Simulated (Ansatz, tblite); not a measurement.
Removing an electron: the cluster AuF2⁻. Total charge -1; singlet. Geometry: PBE-D4/def2-TZVPD. Ansatz, gas phase; energy differences of separate SCF runs; the oxidised species was run as a doublet alone.

```xyz
3

Au    0.0000    0.0000    0.0000
F    -1.3389   -1.4764    0.0955
F     1.3389    1.4764   -0.0955
```

In the def2 sets Au takes a core potential; there is no spin–orbit coupling. The xTB rows come from tblite. Correlated methods freeze 2 core orbitals; core or outer-core shells of Au are correlated, in sets that lack core-valence functions. HOMO above LUMO, or a gap near zero within one spin, warns that the state may not be the lowest or that an electron is smeared out. The structure comes from a short search, and lower isomers may exist.

```json
{"level": "GFN1-xTB", "−HOMO (eV)": "5.03", "vertical IE (eV)": "8.93", "−LUMO (eV)": "0.50", "HOMO–LUMO gap (eV)": "4.53", "remarks": "–"}
{"level": "GFN2-xTB", "−HOMO (eV)": "4.75", "vertical IE (eV)": "9.13", "−LUMO (eV)": "-2.59", "HOMO–LUMO gap (eV)": "7.33", "remarks": "–"}
{"level": "HF/def2-TZVPPD", "−HOMO (eV)": "–", "vertical IE (eV)": "3.46", "−LUMO (eV)": "–", "HOMO–LUMO gap (eV)": "–", "remarks": "–"}
{"level": "PBE-D4/def2-TZVPD", "−HOMO (eV)": "0.65", "vertical IE (eV)": "4.34", "−LUMO (eV)": "-3.19", "HOMO–LUMO gap (eV)": "3.84", "remarks": "gap within one spin near zero (doublet)"}
{"level": "r2SCAN-D4/def2-TZVPD", "−HOMO (eV)": "0.92", "vertical IE (eV)": "4.46", "−LUMO (eV)": "-3.55", "HOMO–LUMO gap (eV)": "4.46", "remarks": "–"}
{"level": "PBE0-D4/def2-TZVPD", "−HOMO (eV)": "2.26", "vertical IE (eV)": "4.71", "−LUMO (eV)": "-4.05", "HOMO–LUMO gap (eV)": "6.31", "remarks": "–"}
{"level": "MP2/def2-TZVPPD", "−HOMO (eV)": "–", "vertical IE (eV)": "5.34", "−LUMO (eV)": "–", "HOMO–LUMO gap (eV)": "–", "remarks": "–"}
{"level": "CCSD/def2-TZVPPD", "−HOMO (eV)": "–", "vertical IE (eV)": "4.82", "−LUMO (eV)": "–", "HOMO–LUMO gap (eV)": "–", "remarks": "–"}
{"level": "CCSD(T)/def2-TZVPPD", "−HOMO (eV)": "–", "vertical IE (eV)": "4.90", "−LUMO (eV)": "–", "HOMO–LUMO gap (eV)": "–", "remarks": "–"}
```

  Raw xTB energy differences between charge states are shifted by several eV; the methods need an empirical correction for them.
